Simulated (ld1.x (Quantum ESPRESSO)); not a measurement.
## Sr (Z = 38): one change to an ultrasoft potential, before and after

ld1.x (Quantum ESPRESSO) 7.5 input, shortened:

```
&input
   title='Sr', zed=38., rel=1, dft='PBE', iswitch=3,
   config='[Kr] 4d0 5s2 5p0'
 /
 &inputp
   pseudotype=3, tm=.true., lloc=-1, rcloc=3.45,
   nlcc=.true., rcore=1.85,
   which_augfun='PSQ', rmatch_augfun_nc=.true.
 /
6
4S  1  0   2.00   0.00  1.75  2.10  0.0
5S  2  0   2.00   0.00  1.75  2.10  0.0
4P  2  1   6.00   0.00  2.20  2.45  0.0
5P  3  1   0.00   0.00  2.20  2.45  0.0
4D  3  2   0.00   0.00  2.80  3.70  0.0
4D  3  2   0.00   0.85  2.80  3.70  0.0
 &test
   configts(1)='4s2 4p6 4d0 5s2 5p0'
 /
```

Change: all radii but the core radius scaled by about 1.33 (s 2.80, p 3.26, d 4.92 bohr, rcut 2.32/2.92/3.72); local potential all-electron potential smoothed inside 4.60 bohr (lloc = -1).

Cutoffs: the cutoffs (Ry, on a coarse ladder) from which the occupation-weighted sum of valence levels, in a spherical-Bessel basis at the reference potential, stays within 10 and 1 mRy of its value at 400 Ry; they do not see the model core or the augmentation charge, which bear on the density cutoff. Errors are all-electron minus pseudo energies relative to the spin-unpolarised reference configuration.

Task: What does the change do?

Result: The potential gets softer (15 Ry and 25 Ry → 12 Ry and 15 Ry); the number of tests with a reliable result goes from 7 to 0 (the test run of the changed file stopped, so its transferability is not established); neither file shows a bound ghost. A larger radius leaves more room for a smooth pseudo-wave, so fewer plane waves are needed.

| quantity | base | changed |
| --- | --- | --- |
| cutoff, loose | 15 Ry | 12 Ry |
| cutoff, tight | 25 Ry | 15 Ry |
| loose cutoff by channel (10 mRy a level) | s 12 Ry, p 10 Ry | s 10 Ry, p 6 Ry |
| bound ghosts | none | none |
| tests with a reliable result | 7 of 7 | 0 of 7 (the test run stopped) |
| lowest overlap eigenvalue by channel | s 0.27, p 0.14, d 0.21 | s 0.15, p 0.07, d 0.84 |
